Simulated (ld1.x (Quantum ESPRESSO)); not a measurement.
# Configuration tests for Ga (TM)

- Element: gallium
- Generator: ld1.x (Quantum ESPRESSO) 7.5
- Type: norm-conserving Troullier–Martins (Kleinman–Bylander form)
- Functional: LDA (PZ)
- Relativity: scalar-relativistic
- Frozen core: [Ar] 3d10
- Valence charge: 3
- Reference configuration: 4s2 4p0 (charge +1)
- Partial waves: 4s (bound): rc 1.30 bohr; 4p (bound, empty): rc 2.50 bohr
- Local potential: all-electron potential smoothed inside 1.70 bohr (lloc = -1)
- Core correction: Bessel-smoothed model core inside 0.65 bohr

Energies are relative to the spin-unpolarised reference configuration 4s2 4p0; without spin polarisation the order of configurations can differ from experiment. Spin-polarised rows fill each open shell by Hund’s rule, majority spin first.

Task: Give the all-electron excitation energy and the error of the potential for: 4s2 4p1; 4s1 4p0; 4s2 4p0.5; 4s1 4p1; 4s2 4p1.3; 4s1 4p2; 4s0 4p3; 4s2 4p1 (spin-polarised); 4s1 4p0 (spin-polarised).

Result:

```tsv
valence configuration	charge	ΔE all-electron (eV)	error AE − PS (meV)
4s2 4p1	0	-5.888	-8.0
4s1 4p0	+2	21.503	-97
4s2 4p0.5	+0.5	-3.768	-3.0
4s1 4p1	+1	7.450	-18
4s2 4p1.3	-0.3	-6.466	-9.9
4s1 4p2	0	0.724	-7.9
4s0 4p3	0	7.656	-44
4s2 4p1 (spin-polarised)	0	-6.022	-8.9
4s1 4p0 (spin-polarised)	+2	21.195	-117
```

Levels in the configuration 4s2 4p1:

```csv
level,all-electron (eV),pseudo (eV)
4s,-9.174,-9.149
4p,-2.738,-2.730
```
